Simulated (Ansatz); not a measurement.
Compare A (`C=N/C(F)=C/[SiH3]`) with its isomer B (`CC[Si]1(F)C=N1`).

Program: Ansatz. Geometries: PBE0-D4/def2-TZVP. ΔE: electronic, gas phase. CBS: MP2 limit from def2 TZ/QZ plus the TZ coupled-cluster correction, frozen cores. DFT in def2-TZVPP. B3LYP here is the variant with VWN-RPA as its local correlation; programs differ in this. Each species was taken in one conformer, which may not be the lowest.

A:

```xyz
12

C     1.177    1.867   -1.679
N     0.580    1.650   -0.581
C     0.193    0.374   -0.252
F     0.486   -0.594   -1.150
C    -0.438    0.043    0.872
Si   -0.952   -1.693    1.296
H     1.414    1.088   -2.406
H     1.470    2.889   -1.909
H    -0.636    0.873    1.540
H     0.228   -2.592    1.378
H    -1.887   -2.234    0.276
H    -1.635   -1.669    2.615
```

B:

Z-matrix (Å, degrees):
```
C
C 1 1.526
H 1 1.092 2 110.9
H 1 1.092 2 111.4 3 120.0
H 1 1.092 2 111.4 3 -120.1
Si 2 1.848 1 113.2 3 178.7
H 2 1.095 1 111.2 3 -59.2
H 2 1.096 1 111.0 3 58.3
C 6 1.758 2 128.1 1 16.8
F 6 1.593 2 109.5 1 -178.9
N 6 1.757 2 122.1 1 -36.2
H 9 1.092 6 164.4 2 86.3
```

(1) Which is lower in electronic energy at CCSD(T)/CBS, and by how much? (An estimate is asked.)

(2) Give E(B) − E(A) in kcal/mol with B3LYP, CCSD/def2-TZVPP, HF/def2-TZVPP, MP2/def2-TZVPP, PBE-D4, PBE0-D4, B2PLYP. (Estimate.)

Largest T1 diagnostic: 0.014.

## Answers

(1) Ansatz gave: B, by 52.2 kcal/mol.

(2) The calculation gave: B3LYP -44.9, CCSD/def2-TZVPP -50.8, HF/def2-TZVPP -46.0, MP2/def2-TZVPP -55.1, PBE-D4 -45.8, PBE0-D4 -49.2, B2PLYP -48.8. None reverses the order clearly.

In def2-TZVPP, CCSD(T) changes the Hartree–Fock value by −4.0 kcal/mol (the triples alone add +0.7 kcal/mol) and MP2 by −9.1 kcal/mol. From PBE to PBE0 (25 % exact exchange), in def2-TZVPP and without D4, E(B) − E(A) moves by −3.5 kcal/mol.
